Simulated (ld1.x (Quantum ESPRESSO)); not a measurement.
**u(r) = r·R(r): atom against pseudo-atom (P (Z = 15))**

Columns: radius, all-electron u(r) and pseudo u(r) of the 3p shell (level -5.60 eV) of phosphorus in the configuration [Ne] 3s2 3p3; LDA (PZ), scalar-relativistic, ultrasoft scheme, ld1.x (Quantum ESPRESSO) 7.5.

```tsv
r (bohr)	all-electron	pseudo
0.093	0.1207	-0.0065
0.185	0.2527	-0.0255
0.278	0.3011	-0.0564
0.370	0.2748	-0.0969
0.463	0.2001	-0.1460
0.555	0.1010	-0.2003
0.648	-0.0090	-0.2587
0.740	-0.1175	-0.3174
0.833	-0.2207	-0.3755
0.925	-0.3132	-0.4300
1.018	-0.3953	-0.4805
1.110	-0.4649	-0.5250
1.203	-0.5235	-0.5639
1.295	-0.5706	-0.5961
1.388	-0.6080	-0.6227
1.480	-0.6360	-0.6433
1.573	-0.6559	-0.6588
1.665	-0.6686	-0.6693
1.758	-0.6751	-0.6752
1.850	-0.6764	-0.6764
1.943	-0.6731	-0.6731
2.035	-0.6661	-0.6661
2.128	-0.6559	-0.6559
2.220	-0.6433	-0.6433
2.313	-0.6285	-0.6285
2.405	-0.6124	-0.6124
```

(1) How many radial nodes do the two functions have?

(2) At about which radius was the pseudo-wave matched?

(3) Where does each function peak?

(4) Is the pseudo-wave norm-conserving?

Answers

(1) The all-electron 3p function has n − l − 1 = 1; the pseudo-wave has 0, since the states of the same l below it are removed with the core.

(2) 1.80 bohr, where the columns begin to agree (steps of 0.09 bohr).

(3) Outermost all-electron maximum near 1.85 bohr, pseudo maximum near 1.85 bohr (to the table’s step).

(4) No, it belongs to an ultrasoft set: the norm inside the radius is not constrained, and the difference is carried by the augmentation charge.
